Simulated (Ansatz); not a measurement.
Stepwise reaction of `OB(O)O` with hydrogen chloride, as a gas-phase model of exchange steps in deposition or etching. ΔE in kJ/mol.

Program: Ansatz. Geometries: PBE0-D4/def2-TZVP. ΔE: electronic, gas phase. CCSD(T)/CBS adds triple-zeta CCSD(T) − MP2 to the extrapolated MP2 energy (def2 sets, frozen cores). This one scheme is used for every species. DFT in def2-TZVPP. B3LYP here is the variant with VWN-RPA as its local correlation; programs differ in this. Each species was taken in one conformer, which may not be the lowest.

```tsv
step	reaction	PBE-D4	B3LYP-D4	ωB97M-V	CCSD(T)/CBS
1	`OB(O)O` + HCl → `OB(O)Cl` + H₂O	34.2	42.2	40.9	38.8
2	`OB(O)Cl` + HCl → `OB(Cl)Cl` + H₂O	42.3	50.2	49.6	46.0
```

(1) Give the row of step 3, `OB(Cl)Cl` + HCl → `ClB(Cl)Cl` + H₂O. (Estimate.)

(2) By hand: ΔE of the 3 steps together at CCSD(T)/CBS.

Results:

(1) Ansatz gave: 
```tsv
step	reaction	PBE-D4	B3LYP-D4	ωB97M-V	CCSD(T)/CBS
3	`OB(Cl)Cl` + HCl → `ClB(Cl)Cl` + H₂O	49.8	57.6	57.9	53.0
```

(2) (38.8) + (46.0) + (53.0) = 137.8 kJ/mol, or 45.9 kJ/mol a step.

In ΔE each step is higher than the one before. All are uphill at CCSD(T)/CBS. PBE-D4 differs from CCSD(T)/CBS by -4.6 to -3.2 kJ/mol a step. Isolated molecules leave out the surface, adducts and barriers. Largest T1 diagnostic: 0.012.
